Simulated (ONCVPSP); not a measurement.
# What the settings do to the ONCV potential of cobalt (Co)

Base potential:

cobalt (Co), optimised norm-conserving Vanderbilt (ONCV), made with ONCVPSP 4.0.1 (revPBE, scalar-relativistic). Core [Ne], reference 3s2 3p6 3d7 4s0.5 (charge +1.5). Waves: 3s+4s: rc 1.30 bohr, ncon 4, nbas 8, qcut 11.7 1/bohr, 2 projectors; 3p: rc 0.95 bohr, ncon 3, nbas 8, qcut 16.6 1/bohr, 1 projector; 3d: rc 1.40 bohr, ncon 4, nbas 8, qcut 11.1 1/bohr, 2 projectors, debl 2.2 Ha. Local part: polynomial inside 0.80 bohr (lpopt 5, dvloc0 2 Ha). Core correction: Teter function, fcfact 6, rcfact 1.7.

Cutoffs, loose and tight: the cutoffs (Ha) at which the residual kinetic energy of the hardest occupied pseudo-wave falls to 1 and 0.1 mHa per electron. They do not see the model core or the augmentation charge, which bear on the density cutoff. Test errors are all-electron minus pseudo excitation energies from the reference, over the configurations 3s2 3p6 3d7 4s2; 3s2 3p6 3d7 4s1; 3s2 3p6 3d7 4s0; 3s2 3p6 3d7.5 4s1.5. A dash means not determined; rows that change the core or the reference have their own tests.

A true bound ghost makes a file unfit for plane-wave use even where its test errors are small: the radial tests pick states by their node count and pass the ghost by.

| change | outcome | cutoff, loose | cutoff, tight | bound ghosts | GHOST(+) flags above zero | largest test error (meV) |
| --- | --- | --- | --- | --- | --- | --- |
| base | generated | 73 Ha | 92 Ha | none | none | +4.2 |
| s: ncon 5, nbas 9 | generated | 73 Ha | 92 Ha | none | none | +4.3 |
| local potential polynomial inside 0.80 bohr (lpopt 5, dvloc0 3.5 Ha) | generated | 73 Ha | 92 Ha | none | none | +4.2 |
| core correction Teter function, fcfact 6.7, rcfact 1.7 | generated | 73 Ha | 92 Ha | none | none | +4.1 |
| local potential polynomial inside 0.60 bohr (lpopt 5, dvloc0 0 Ha) | generated | 73 Ha | 92 Ha | none | s | +4.2 |
| s: rc 1.82 | failed: ERROR pspot: first pseudo wave function has node, program will stop | – | – | – | – | – |
| core [Ar], valence charge 9; reference 3d7 4s1.5; waves now 4s: rc 1.75 bohr, ncon 4, nbas 8, qcut 4.8 1/bohr, 2 projectors, debl 1.1 Ha; p scattering state at 0.11 Ha: rc 1.75 bohr, ncon 4, nbas 7, qcut 5.5 1/bohr, 2 projectors, debl 2.7 Ha; 3d: rc 1.65 bohr, ncon 4, nbas 9, qcut 7.4 1/bohr, 2 projectors, debl 2.3 Ha; local potential polynomial inside 1.60 bohr (lpopt 5, dvloc0 4 Ha) | generated | 35 Ha | 109 Ha | s, p | none | -180 |
| d: rc 1.86 | generated | 73 Ha | 92 Ha | none | none | +6.2 |

Question: What comes out with this change to the base: d: qcut 7.9?

Answer: outcome: generated; cutoff, loose: 109 Ha; cutoff, tight: 129 Ha; bound ghosts: none; GHOST(+) flags above zero: none; largest test error (meV): +6.3.

Question: What comes out with this change to the base: s: qcut 13.4; p: qcut 19.1; d: qcut 12.8?

Answer: outcome: generated; cutoff, loose: 95 Ha; cutoff, tight: 117 Ha; bound ghosts: none; GHOST(+) flags above zero: none; largest test error (meV): +3.8.
